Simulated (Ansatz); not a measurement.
Consider the isomerisation: `B[SiH](C)N=C` → `C=NB(C)[SiH3]`.

Program: Ansatz. Geometries: PBE0-D4/def2-TZVP. ΔE: electronic, gas phase. CCSD(T)/CBS adds triple-zeta CCSD(T) − MP2 to the extrapolated MP2 energy (def2 sets, frozen cores). Functionals use def2-TZVPP. B3LYP here is the variant with VWN-RPA as its local correlation; programs differ in this. One conformer a species, not always the lowest.

```tsv
level	ΔE (kcal/mol)	difference from CCSD(T)/CBS
PBE-D4	-30.9	-7.5
PBE0-D4	-27.9	-4.5
B3LYP-D4	-26.8	-3.4
B2PLYP	-25.3	-1.9
PBE	-31.0	-7.6
r2SCAN	-28.2	-4.8
B3LYP	-27.1	-3.7
SCS-MP2/def2-TZVPP	-22.2	1.2
SCS-MP2/def2-QZVPP	-21.8	1.6
MP2/CBS(def2)	-23.2	0.2
CCSD(T)/CBS	-23.4	0
```

Largest T1 diagnostic among the species: 0.015.

From PBE to PBE0 (25 % exact exchange), in def2-TZVPP and without D4, ΔE moves by +3.0 kcal/mol. In def2-TZVPP, CCSD(T) changes the Hartree–Fock value by −6.6 kcal/mol (the triples alone add −1.2 kcal/mol) and MP2 by −6.4 kcal/mol.
